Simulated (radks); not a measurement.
All-electron atom: As9+ in [Ar] 3d6 (the NIST ground configuration).

All-electron calculation, Dirac Kohn-Sham, PBEsol, spin-unpolarised, spherical densities, finite nucleus; open shells fill j = l - 1/2 first; Fermi nuclear charge, rms radius 4.0968 fm. Program: a radial shooting solver on a logarithmic mesh with Libxc functionals.

Energy parts (hartree):
| part | energy |
|---|---|
| total | -2228.33715 |
| kinetic | 2279.61621 |
| electron-nucleus | -5194.33092 |
| Hartree | 761.64734 |
| exchange-correlation | -75.26978 |

Orbitals (lengths in bohr, moments of r in powers of bohr; r(90%) holds 90 % of the orbital's charge):
orbital  occ.  eigenvalue (hartree)  r(90%)      <r>
1s1/2       2             -438.1387  0.0814  0.04552
2s1/2       2             -62.58837   0.313   0.2024
2p1/2       2             -56.78964   0.286   0.1746
2p3/2       4             -55.44706   0.291   0.1783
3s1/2       2             -14.23334   0.847   0.5729
3p1/2       2             -12.26214   0.867   0.5736
3p3/2       4             -12.05203   0.879   0.5819
3d3/2       4              -8.69091   0.910   0.5693
3d5/2       2              -8.65543   0.913   0.5719
4s1/2       0              -5.39018    1.88    1.320
4p1/2       0              -4.76679    1.99    1.389
4p3/2       0              -4.72050    2.01    1.402

The highest occupied level is 3d5/2 at -235.53 eV. Summed over all electrons, <r^2> = 5.763 bohr^2, which gives a Langevin (diamagnetic) susceptibility term of -4.56 x 10^-6 cm^3/mol.
